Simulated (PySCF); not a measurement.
Species: C7H15OP.
SMILES with atom numbers: `[CH3:1][CH2:2][C@@H:3]1[CH2:4][P@@:5]1(=[O:6])[CH:7]([CH3:8])[CH3:9]`

Cartesian coordinates in Å at the GFN2-xTB level; atoms count from 1:
```xyz
24
C7H15OP angstrom
C     -3.577    0.649    0.052
C     -2.216    0.652    0.741
C     -1.092    0.405   -0.236
C     -0.932   -1.052   -0.791
P      0.380   -0.498    0.328
O      0.512   -1.038    1.688
C      1.930   -0.027   -0.560
C      2.627    1.043    0.266
C      2.773   -1.286   -0.694
H     -3.624    1.433   -0.702
H     -3.760   -0.305   -0.436
H     -4.369    0.822    0.777
H     -2.061    1.614    1.236
H     -2.183   -0.124    1.510
H     -0.988    1.176   -0.991
H     -0.800   -1.146   -1.859
H     -1.625   -1.775   -0.381
H      1.657    0.362   -1.544
H      3.584    1.312   -0.179
H      2.803    0.668    1.273
H      2.010    1.938    0.338
H      3.732   -1.062   -1.159
H      2.954   -1.709    0.293
H      2.256   -2.033   -1.295
```

NICS is the negative of the GIAO shielding at a point without a nucleus: at the ring centre (0) and 1 Å above and below it (1); zz is the component along the ring normal. Level: GIAO PBE0/pcSseg-1 (PySCF, non-relativistic, gas phase) on the GFN2-xTB geometry, one conformer.

Ring bond lengths (Å), with Mayer bond orders in brackets: C3–C4 1.567 (0.87), C4–P5 1.810 (0.88), P5–C3 1.816 (0.83).

What do the NICS probes read (ppm)?

```json
{"ring": "C3–C4–P5", "type": "3-membered ring with P; formal bonds all single", "NICS(0)": "-22.3", "NICS(1), two faces": "-7.8 / -4.2", "NICS(1)zz, two faces": "-13.8 / -6.4", "rms pucker (Å)": "0.00", "centre to ring atoms, mean (Å)": "1.00"}
```

What do they say, and how far can they be read as aromaticity?

- C3–C4–P5: mean NICS(1)zz -10.1 ppm, shielded. C3, C4, P5 have four or more neighbours, so the value isn't read as a sign of a π ring current. The two faces differ by 7.4 ppm, so no symmetry operation interchanges them. NICS(0) lies 16 ppm below the mean NICS(1).

What field does 14.1 T along the ring normal induce along that normal at the second NICS(1) probe listed for ring C3–C4–P5, 1 Å off the ring?

NICSzz × B0 = -6.4 ppm × 14.1 T = -90 μT, against the applied field.

List the ring angles and the Hirshfeld charges of the ring atoms.

- C3–C4–P5: C3 64.2° (-0.075 e), C4 64.6° (-0.135 e), P5 51.2° (+0.409 e); sum 180.0° against 180° for a flat convex ring.

What are the shieldings of the ring atoms and their hydrogens in the same run (means over atoms taken as equivalent)?

```tsv
atoms	environment	σ isotropic (ppm)
C3	sp3 carbon bound to phosphorus	157.0
C4	sp3 carbon bound to phosphorus	169.1
P5	phosphoryl phosphorus	373.0
H15	methine hydrogen	30.67
H16	methylene hydrogen	30.72
H17	methylene hydrogen	30.75
```
